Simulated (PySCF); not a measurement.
HIOSi (SMILES O[Si]I), singlet, at a GFN2-xTB geometry (core potentials on I); HF/def2-SVP run with PySCF.

Input for PySCF:
```python
from pyscf import gto, scf, solvent

mol = gto.Mole()
mol.atom = '''
    Si   -0.12242664   -1.26460629    1.15725821
    I     0.18737986    0.72159309   -0.31579848
    O    -0.87744370   -2.18369910    0.04570001
    H    -1.19760994   -3.07035310    0.17010467
'''
mol.basis = 'def2-svp'
mol.ecp = {'I': 'def2-svp'}
mol.verbose = 4
mol.build()

mf = scf.RHF(mol)
mf.kernel()
```

Problem. Write the output that PySCF gives for this input, abridged.

Solution. 
```
PySCF version 2.14.0

[INPUT] verbose = 4
[INPUT] num. atoms = 4
[INPUT] num. electrons = 48
[INPUT] charge = 0
[INPUT] spin (= nelec alpha-beta = 2S) = 0
[INPUT] symmetry False subgroup None
[INPUT] Mole.unit = angstrom
[INPUT] Symbol           X                Y                Z      unit          X                Y                Z       unit  Magmom
[INPUT]  1 Si    -0.122426640000  -1.264606290000   1.157258210000 AA   -0.231352819951  -2.389759543502   2.186901072304 Bohr   0.0
[INPUT]  2 I      0.187379860000   0.721593090000  -0.315798480000 AA    0.354096616659   1.363613313479  -0.596772637754 Bohr   0.0
[INPUT]  3 O     -0.877443700000  -2.183699100000   0.045700010000 AA   -1.658128282725  -4.126593237459   0.086360502790 Bohr   0.0
[INPUT]  4 H     -1.197609940000  -3.070353100000   0.170104670000 AA   -2.263154790657  -5.802126464709   0.321451238810 Bohr   0.0

nuclear repulsion = 155.592439452823
number of shells = 27
number of NR pGTOs = 128
number of NR cGTOs = 63
basis = def2-svp
ecp = {'I': 'def2-svp'}

******** <class 'pyscf.scf.hf.RHF'> ********
method = RHF
initial guess = minao
damping factor = 0
level_shift factor = 0
DIIS = <class 'pyscf.scf.diis.CDIIS'>
diis_start_cycle = 1
diis_space = 8
diis_damp = 0
SCF conv_tol = 1e-09
SCF conv_tol_grad = None
SCF max_cycles = 50
direct_scf = True
direct_scf_tol = 1e-13
Set gradient conv threshold to 3.16228e-05
Initial guess from minao.
init E= -629.032319465291
  HOMO = -0.678142501030408  LUMO = -0.404584695600919  gap/eV = 7.44389
cycle= 1 E= -659.667036500554  delta_E= -30.6  |g|= 2.31  |ddm|= 7.75
  HOMO = -0.0129641184150575  LUMO = 0.0279211718705615  gap/eV = 1.11255
cycle= 2 E= -659.625660847101  delta_E= 0.0414  |g|= 1.85  |ddm|= 5.96
  HOMO = -0.228311555634455  LUMO = 0.0569810296458684  gap/eV = 7.76321
cycle= 3 E= -660.837720373487  delta_E= -1.21  |g|= 0.423  |ddm|= 3.35
  HOMO = -0.327677590101518  LUMO = -0.0025338574963456  gap/eV = 8.84761
cycle= 4 E= -660.917785478958  delta_E= -0.0801  |g|= 0.103  |ddm|= 0.944
  HOMO = -0.334252859168293  LUMO = 0.0309067208893197  gap/eV = 9.93650
cycle= 5 E= -660.92382000545  delta_E= -0.00603  |g|= 0.0427  |ddm|= 0.246
  HOMO = -0.337730597869072  LUMO = 0.0349151583944831  gap/eV = 10.14021
cycle= 6 E= -660.925021718261  delta_E= -0.0012  |g|= 0.0171  |ddm|= 0.104
  HOMO = -0.339231381014584  LUMO = 0.034750207017602  gap/eV = 10.17656
cycle= 7 E= -660.925298431427  delta_E= -0.000277  |g|= 0.00619  |ddm|= 0.0524
  HOMO = -0.338771450212028  LUMO = 0.0354785168270837  gap/eV = 10.18386
cycle= 8 E= -660.925347001511  delta_E= -4.86e-05  |g|= 0.00186  |ddm|= 0.0244
  HOMO = -0.338865329246095  LUMO = 0.0354741790725015  gap/eV = 10.18630
cycle= 9 E= -660.925352203084  delta_E= -5.2e-06  |g|= 0.000423  |ddm|= 0.00841
  HOMO = -0.338825405470474  LUMO = 0.0355511628196368  gap/eV = 10.18731
cycle= 10 E= -660.925352443901  delta_E= -2.41e-07  |g|= 9.11e-05  |ddm|= 0.00183
  HOMO = -0.338817991979755  LUMO = 0.0355556122053002  gap/eV = 10.18722
cycle= 11 E= -660.925352452661  delta_E= -8.76e-09  |g|= 2.66e-05  |ddm|= 0.00029
  HOMO = -0.338818902905258  LUMO = 0.0355534831659057  gap/eV = 10.18719
cycle= 12 E= -660.925352453374  delta_E= -7.13e-10  |g|= 7.59e-06  |ddm|= 8.69e-05
  HOMO = -0.338818638075094  LUMO = 0.0355540754226595  gap/eV = 10.18720
Extra cycle  E= -660.925352453423  delta_E= -4.88e-11  |g|= 3.57e-06  |ddm|= 1.81e-05
converged SCF energy = -660.925352453423
```
